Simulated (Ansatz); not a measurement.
Diatomic H$_{2}$-, multiplicity 2 (lowest of 2S+1 = 2, 4 at CCSD(T)/def2-TZVPP on PBE0 minima; our sources give no spin for the ground state, which may be another).

Constants: fifth-degree fit in 1/R to seven points, most abundant isotopes. Runs in def2 and cc sets follow the lowest solution found near the PBE0 minimum.

Codes used: Ansatz (a quantum-chemistry and plane-wave program) with Gaussian orbitals. Values without a source in brackets are computed.

Energies at CCSD/def2-TZVPP:

```json
[
 {"R (Å)": "1.059652", "E (hartree)": "-1.03415481"},
 {"R (Å)": "1.088137", "E (hartree)": "-1.03437020"},
 {"R (Å)": "1.114343", "E (hartree)": "-1.03450375"},
 {"R (Å)": "1.143968", "E (hartree)": "-1.03459351"},
 {"R (Å)": "1.173593", "E (hartree)": "-1.03462961"},
 {"R (Å)": "1.207775", "E (hartree)": "-1.03461635"},
 {"R (Å)": "1.247654", "E (hartree)": "-1.03453965"}
]
```

### Question
With a reduced mass of 0.5039 u, find the minimum, the force constant and the constants.

### Answer
A fifth-degree polynomial in 1/R puts the minimum at r_e = 1.1821 Å with force constant 21.0 N/m. Then ω_e = (1/2πc)√(k/μ) = 840 cm⁻¹ and B_e = h/(8π²cμr_e²) = 23.94 cm⁻¹; the cubic and quartic terms give α_e = 5.3 and ω_e x_e = 15 cm⁻¹.
